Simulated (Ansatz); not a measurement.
Born–Oppenheimer molecular dynamics of a periodic cell of 20 atoms, HN$_{2}$Cl (contents 5 N2 + 5 HCl, density as packed 0.89 g/cm³ with natural masses). It goes on from the last frame of an earlier run, with new velocities.

Theory: Ansatz 0.2.0, DFT PBEsol, scalar-relativistic, plane waves, PAW. Settings: accuracy low, cutoff 420 eV, k mesh 1x1x1, fermi-dirac smearing 0.05 eV, no spin polarisation.

| Property | Result |
| --- | --- |
| ensemble | NVT, Nosé–Hoover chain |
| time step | 0.5 fs |
| steps asked | 400 |
| set temperature | 1000 K |
| thermostat | time constant 100 fs, chain length 5 |
| seed | 806880 |

Frames 10 fs apart, positions in Å, forces in eV/Å.

Velocities at 15.0 fs (Å/ps):

```
N 4.09 -5.84 2.87
N -3.21 -7.54 0.35
N -8.85 14.17 16.69
N 10.31 -8.55 -3.60
N 3.21 -3.50 -16.45
N -8.72 3.72 0.93
N 2.97 -14.30 -0.23
N -3.73 -5.91 15.23
N -3.84 1.35 -8.34
N 0.49 3.24 9.75
Cl 2.48 6.21 0.65
H 35.19 10.75 8.86
Cl -3.84 3.60 0.32
H 13.36 -14.37 -32.11
Cl -1.64 3.75 6.14
H 13.81 -35.12 32.10
Cl 1.36 -3.30 -6.50
H 10.58 -14.94 11.22
Cl 1.28 1.63 -6.77
H 40.82 -42.69 -42.66
```

```xyz
20
Lattice="8.4320 0.0000 0.0000 0.0000 8.4320 0.0000 0.0000 0.0000 8.4320" Properties=species:S:1:pos:R:3:forces:R:3 time_fs=15.0 energy_less_start_eV=0.042 T=985
N 1.883 7.259 2.757 -1.81 -1.13 2.64
N 1.353 6.707 3.579 1.39 1.45 -2.17
N 6.897 1.479 4.831 -1.45 -1.85 -2.48
N 6.424 0.832 4.040 1.45 2.00 2.35
N 2.317 1.750 4.857 -2.74 1.50 -0.73
N 3.230 1.225 5.095 2.72 -1.59 0.74
N 3.429 4.986 5.881 1.08 0.58 1.82
N 2.895 4.703 4.980 -0.98 -0.61 -1.78
N 8.584 4.354 8.366 1.43 4.61 1.60
N 8.890 5.392 8.737 -1.26 -4.73 -1.82
Cl 4.300 3.249 1.667 0.61 -0.11 -0.53
H 3.323 3.216 2.471 -0.67 0.05 0.55
Cl 0.847 0.696 -0.103 0.02 0.06 0.04
H 1.874 1.187 0.512 0.01 -0.01 -0.04
Cl 6.945 5.777 2.277 0.07 -0.23 -0.19
H 6.258 6.449 3.116 -0.33 0.32 0.38
Cl 3.375 6.742 0.656 -0.26 0.42 -0.04
H 4.278 5.961 0.247 0.75 -0.59 -0.39
Cl 6.925 7.354 6.534 -0.09 0.94 -0.24
H 6.933 6.130 6.822 0.05 -1.09 0.29
20
Lattice="8.4320 0.0000 0.0000 0.0000 8.4320 0.0000 0.0000 0.0000 8.4320" Properties=species:S:1:pos:R:3:forces:R:3 time_fs=25.0 energy_less_start_eV=0.163 T=938
N 1.899 7.200 2.820 0.57 1.14 -0.77
N 1.332 6.644 3.564 -0.87 -0.87 1.18
N 6.753 1.535 4.887 1.11 4.71 4.98
N 6.582 0.839 4.109 -1.13 -4.45 -5.18
N 2.293 1.744 4.678 3.15 -1.87 1.52
N 3.198 1.229 5.119 -3.17 1.76 -1.52
N 3.499 4.863 5.944 -2.39 -0.84 -3.08
N 2.822 4.623 5.069 2.50 0.84 3.13
N 8.569 4.444 8.308 -1.25 -3.80 -2.15
N 8.876 5.344 8.802 1.37 3.70 1.95
Cl 4.329 3.310 1.670 -0.30 -0.14 0.36
H 3.500 3.350 2.683 0.24 0.04 -0.37
Cl 0.808 0.732 -0.100 0.49 0.15 0.11
H 2.039 1.060 0.205 -0.42 -0.10 -0.08
Cl 6.926 5.814 2.341 -0.30 0.11 0.42
H 6.353 6.157 3.459 0.08 -0.01 -0.24
Cl 3.396 6.705 0.586 -0.38 0.49 -0.16
H 4.333 5.891 0.350 0.75 -0.58 -0.21
Cl 6.939 7.354 6.468 -0.76 1.92 0.25
H 7.302 6.186 6.365 0.73 -2.21 -0.13
20
Lattice="8.4320 0.0000 0.0000 0.0000 8.4320 0.0000 0.0000 0.0000 8.4320" Properties=species:S:1:pos:R:3:forces:R:3 time_fs=35.0 energy_less_start_eV=-0.131 T=1058
N 1.904 7.169 2.892 1.08 1.42 -1.16
N 1.302 6.570 3.567 -1.23 -1.23 1.46
N 6.612 1.619 4.955 0.35 -2.20 -2.58
N 6.736 0.836 4.154 -0.39 2.57 2.31
N 2.313 1.708 4.513 1.24 -0.76 0.92
N 3.121 1.256 5.129 -1.26 0.65 -0.92
N 3.544 4.731 5.973 -0.30 -0.05 -0.29
N 2.781 4.552 5.196 0.40 0.09 0.35
N 8.549 4.500 8.235 -0.48 -1.29 -1.04
N 8.877 5.323 8.868 0.58 1.20 0.85
Cl 4.355 3.366 1.675 -0.60 0.01 1.07
H 3.693 3.544 2.826 0.55 -0.12 -1.10
Cl 0.775 0.771 -0.096 0.68 0.09 -0.01
H 2.083 0.905 -0.120 -0.58 -0.06 0.06
Cl 6.901 5.854 2.413 -0.45 0.03 1.03
H 6.483 5.861 3.671 0.20 0.06 -0.87
Cl 3.425 6.665 0.506 0.16 0.01 -0.25
H 4.430 5.852 0.430 0.05 0.00 0.01
Cl 6.951 7.341 6.404 -0.34 -0.08 0.27
H 7.677 6.385 5.967 0.34 -0.33 -0.09
20
Lattice="8.4320 0.0000 0.0000 0.0000 8.4320 0.0000 0.0000 0.0000 8.4320" Properties=species:S:1:pos:R:3:forces:R:3 time_fs=45.0 energy_less_start_eV=0.239 T=912
N 1.910 7.162 2.971 -1.76 -1.70 1.72
N 1.260 6.484 3.585 1.73 1.84 -1.50
N 6.458 1.668 4.960 2.15 -3.61 -3.68
N 6.901 0.892 4.243 -2.19 4.02 3.39
N 2.351 1.658 4.370 -2.89 1.54 -3.25
N 3.024 1.290 5.116 2.87 -1.65 3.24
N 3.580 4.601 6.001 3.40 0.50 2.78
N 2.755 4.482 5.327 -3.32 -0.44 -2.71
N 8.526 4.554 8.144 1.80 3.65 3.88
N 8.887 5.298 8.939 -1.69 -3.74 -4.06
Cl 4.381 3.418 1.681 -0.45 0.18 1.10
H 3.873 3.775 2.868 0.42 -0.30 -1.14
Cl 0.748 0.810 -0.091 0.47 0.00 -0.10
H 2.016 0.743 -0.398 -0.36 0.03 0.14
Cl 6.869 5.895 2.492 -0.40 -0.17 1.07
H 6.583 5.618 3.762 0.15 0.26 -0.93
Cl 3.461 6.624 0.419 0.76 -0.41 -0.10
H 4.531 5.845 0.529 -0.67 0.46 -0.02
Cl 6.965 7.312 6.341 1.23 -1.10 -0.66
H 8.031 6.804 5.666 -1.23 0.64 0.82
20
Lattice="8.4320 0.0000 0.0000 0.0000 8.4320 0.0000 0.0000 0.0000 8.4320" Properties=species:S:1:pos:R:3:forces:R:3 time_fs=55.0 energy_less_start_eV=-0.087 T=1046
N 1.893 7.144 3.075 -0.43 -0.45 0.36
N 1.238 6.420 3.592 0.50 0.53 -0.25
N 6.350 1.669 4.902 -3.45 3.47 2.56
N 7.016 1.025 4.376 3.43 -3.07 -2.82
N 2.374 1.612 4.208 1.09 -0.59 1.72
N 2.940 1.311 5.121 -1.12 0.49 -1.72
N 3.644 4.476 6.051 -2.17 -0.13 -1.41
N 2.706 4.412 5.442 2.23 0.20 1.47
N 8.524 4.649 8.095 -0.21 -0.38 -0.54
N 8.883 5.226 8.954 0.30 0.29 0.40
Cl 4.407 3.467 1.690 -0.13 0.07 0.45
H 4.026 4.014 2.816 0.11 -0.19 -0.46
Cl 0.725 0.850 -0.088 0.01 0.03 0.00
H 1.881 0.595 -0.603 0.09 0.01 0.03
Cl 6.832 5.936 2.578 -0.28 -0.11 0.45
H 6.640 5.446 3.776 0.06 0.22 -0.34
Cl 3.501 6.584 0.328 0.86 -0.41 0.15
H 4.576 5.864 0.667 -0.82 0.48 -0.21
Cl 6.984 7.264 6.277 1.83 -0.13 -1.00
H 8.157 7.442 5.553 -1.90 -0.32 1.16
20
Lattice="8.4320 0.0000 0.0000 0.0000 8.4320 0.0000 0.0000 0.0000 8.4320" Properties=species:S:1:pos:R:3:forces:R:3 time_fs=65.0 energy_less_start_eV=-0.105 T=1056
N 1.871 7.121 3.182 2.09 2.43 -1.37
N 1.226 6.367 3.604 -1.97 -2.44 1.42
N 6.239 1.694 4.846 0.04 0.11 -0.16
N 7.133 1.161 4.488 -0.09 0.30 -0.07
N 2.424 1.552 4.069 1.36 -0.69 3.45
N 2.828 1.340 5.103 -1.40 0.61 -3.45
N 3.688 4.347 6.081 -2.61 0.03 -1.32
N 2.683 4.349 5.581 2.66 0.04 1.36
N 8.523 4.733 8.049 -1.83 -2.19 -4.60
N 8.884 5.158 8.958 1.89 2.10 4.51
Cl 4.433 3.512 1.700 0.17 -0.56 -0.55
H 4.152 4.237 2.702 -0.19 0.41 0.58
Cl 0.705 0.890 -0.086 -0.33 0.16 0.19
H 1.729 0.483 -0.733 0.41 -0.12 -0.18
Cl 6.788 5.978 2.668 -0.21 0.31 -0.49
H 6.697 5.357 3.778 0.00 -0.19 0.52
Cl 3.545 6.545 0.234 0.28 0.00 0.10
H 4.525 5.888 0.805 -0.24 0.10 -0.16
Cl 7.012 7.206 6.212 0.99 0.53 -0.43
H 7.947 8.009 5.655 -1.04 -0.95 0.64
20
Lattice="8.4320 0.0000 0.0000 0.0000 8.4320 0.0000 0.0000 0.0000 8.4320" Properties=species:S:1:pos:R:3:forces:R:3 time_fs=75.0 energy_less_start_eV=0.078 T=984
N 1.866 7.116 3.278 -0.93 -1.24 0.47
N 1.205 6.294 3.630 1.06 1.16 -0.45
N 6.143 1.703 4.756 6.18 -1.91 -0.90
N 7.232 1.341 4.619 -6.25 2.28 0.70
N 2.489 1.486 3.982 -0.69 0.45 -3.48
N 2.697 1.371 5.033 0.66 -0.49 3.48
N 3.701 4.223 6.100 3.91 -0.23 1.39
N 2.693 4.287 5.735 -3.87 0.29 -1.37
N 8.508 4.803 7.966 1.61 1.16 4.22
N 8.904 5.098 8.991 -1.58 -1.25 -4.26
Cl 4.459 3.555 1.710 0.23 -1.21 -1.02
H 4.257 4.430 2.576 -0.24 1.03 1.12
Cl 0.687 0.930 -0.086 -0.33 0.21 0.22
H 1.603 0.407 -0.805 0.37 -0.17 -0.23
Cl 6.738 6.020 2.757 -0.29 0.64 -1.03
H 6.789 5.343 3.816 0.10 -0.53 0.97
Cl 3.591 6.509 0.141 -0.51 0.59 -0.47
H 4.423 5.889 0.877 0.54 -0.43 0.36
Cl 7.044 7.145 6.149 -0.30 -0.86 0.36
H 7.553 8.281 5.887 0.32 0.51 -0.09
20
Lattice="8.4320 0.0000 0.0000 0.0000 8.4320 0.0000 0.0000 0.0000 8.4320" Properties=species:S:1:pos:R:3:forces:R:3 time_fs=85.0 energy_less_start_eV=-0.205 T=1100
N 1.853 7.097 3.380 -1.45 -2.07 0.56
N 1.201 6.229 3.653 1.55 1.93 -0.56
N 6.149 1.691 4.647 -1.99 0.33 -0.26
N 7.223 1.567 4.755 1.95 -0.11 0.13
N 2.546 1.428 3.882 -0.01 0.13 -0.70
N 2.573 1.390 4.976 -0.01 -0.14 0.70
N 3.742 4.099 6.130 -0.02 0.02 -0.03
N 2.678 4.229 5.880 0.06 0.03 0.03
N 8.511 4.890 7.932 1.05 0.26 2.80
N 8.908 5.016 8.975 -1.04 -0.36 -2.80
Cl 4.485 3.594 1.723 0.01 -0.77 -0.47
H 4.375 4.586 2.505 0.01 0.56 0.63
Cl 0.669 0.971 -0.086 -0.08 0.05 0.03
H 1.510 0.352 -0.842 0.08 -0.02 -0.04
Cl 6.682 6.064 2.844 -0.35 0.40 -0.74
H 6.927 5.392 3.892 0.17 -0.33 0.58
Cl 3.638 6.480 0.046 -0.57 0.79 -0.67
H 4.353 5.830 0.863 0.58 -0.58 0.50
Cl 7.075 7.082 6.092 -0.24 -2.55 0.10
H 7.191 8.297 6.161 0.28 2.42 0.20
20
Lattice="8.4320 0.0000 0.0000 0.0000 8.4320 0.0000 0.0000 0.0000 8.4320" Properties=species:S:1:pos:R:3:forces:R:3 time_fs=95.0 energy_less_start_eV=-0.082 T=1051
N 1.828 7.052 3.482 1.71 2.24 -0.60
N 1.217 6.182 3.676 -1.62 -2.42 0.59
N 6.171 1.697 4.548 -3.16 -0.25 -1.01
N 7.196 1.791 4.873 3.15 0.34 0.95
N 2.613 1.373 3.790 -0.68 0.25 4.43
N 2.438 1.405 4.911 0.68 -0.21 -4.44
N 3.779 3.974 6.151 -4.05 0.74 -0.45
N 2.671 4.175 6.033 4.09 -0.72 0.42
N 8.525 4.967 7.933 -2.33 0.06 -6.18
N 8.902 4.936 8.923 2.36 -0.18 6.25
Cl 4.508 3.630 1.736 -0.06 0.48 0.44
H 4.583 4.675 2.548 0.16 -0.60 -0.28
Cl 0.650 1.012 -0.088 0.18 -0.18 -0.21
H 1.431 0.312 -0.864 -0.21 0.20 0.20
Cl 6.619 6.109 2.927 -0.12 -0.11 -0.05
H 7.104 5.489 3.962 -0.08 0.10 -0.24
Cl 3.683 6.459 -0.050 0.03 0.33 0.00
H 4.326 5.655 0.749 -0.06 -0.17 -0.16
Cl 7.107 7.018 6.042 0.15 -0.62 0.01
H 6.879 8.186 6.479 -0.12 0.73 0.31
20
Lattice="8.4320 0.0000 0.0000 0.0000 8.4320 0.0000 0.0000 0.0000 8.4320" Properties=species:S:1:pos:R:3:forces:R:3 time_fs=105.0 energy_less_start_eV=-0.227 T=1109
N 1.820 7.017 3.574 0.51 0.53 -0.17
N 1.220 6.112 3.708 -0.45 -0.72 0.16
N 6.203 1.696 4.439 5.23 1.84 3.07
N 7.157 2.029 4.996 -5.23 -1.80 -3.09
N 2.671 1.329 3.757 0.30 0.07 -0.81
N 2.311 1.412 4.787 -0.28 0.01 0.80
N 3.769 3.858 6.167 1.66 -0.43 -0.06
N 2.712 4.114 6.189 -1.63 0.39 -0.01
N 8.525 5.035 7.890 0.75 -0.51 1.82
N 8.912 4.857 8.919 -0.68 0.33 -1.68
Cl 4.529 3.666 1.752 0.32 0.93 0.87
H 4.977 4.609 2.648 -0.19 -0.87 -0.96
Cl 0.631 1.053 -0.090 0.28 -0.32 -0.31
H 1.342 0.287 -0.882 -0.31 0.31 0.32
Cl 6.550 6.153 3.004 0.25 -0.46 0.34
H 7.287 5.598 3.959 -0.51 0.30 -0.74
Cl 3.729 6.446 -0.146 0.47 -0.59 0.49
H 4.225 5.338 0.478 -0.46 0.69 -0.39
Cl 7.139 6.963 6.000 -0.60 1.28 1.14
H 6.592 7.886 6.819 0.57 -0.99 -0.80
20
Lattice="8.4320 0.0000 0.0000 0.0000 8.4320 0.0000 0.0000 0.0000 8.4320" Properties=species:S:1:pos:R:3:forces:R:3 time_fs=115.0 energy_less_start_eV=-0.156 T=1077
N 1.820 6.980 3.662 -1.65 -2.89 0.18
N 1.221 6.032 3.744 1.68 2.69 -0.19
N 6.328 1.721 4.379 0.90 0.66 0.91
N 7.025 2.243 5.069 -0.90 -0.65 -0.91
N 2.721 1.297 3.727 1.74 -0.26 -3.08
N 2.195 1.413 4.659 -1.72 0.38 3.06
N 3.769 3.741 6.186 2.81 -0.90 -0.45
N 2.746 4.052 6.338 -2.79 0.80 0.33
N 8.538 5.093 7.872 1.81 -1.67 4.74
N 8.914 4.774 8.901 -1.71 1.45 -4.50
Cl 4.551 3.707 1.773 0.12 -0.15 0.16
H 5.441 4.380 2.494 -0.22 0.10 -0.30
Cl 0.612 1.094 -0.092 0.19 -0.25 -0.21
H 1.226 0.273 -0.899 -0.21 0.23 0.22
Cl 6.477 6.195 3.074 0.55 -0.54 0.13
H 7.436 5.665 3.832 -0.67 0.31 -0.60
Cl 3.782 6.433 -0.237 0.08 0.01 0.02
H 3.951 5.176 0.120 0.09 0.31 0.18
Cl 7.167 6.923 5.971 -1.31 1.08 2.02
H 6.404 7.321 7.069 1.20 -0.72 -1.69
```

Of the whole run (200 fs, mean temperature of the second half 1000 K): The conserved energy stayed within 0.23 meV per atom of its start (net change 0.067 meV per atom), so the integration is sound. A run of 0.2 ps of so small a system gives no equilibrium averages. Limits of this set-up: coarse k mesh, low accuracy level.

The run took 15 min on 1 thread of Arm Neoverse V2, on a shared host, peak memory 0.54 GiB.
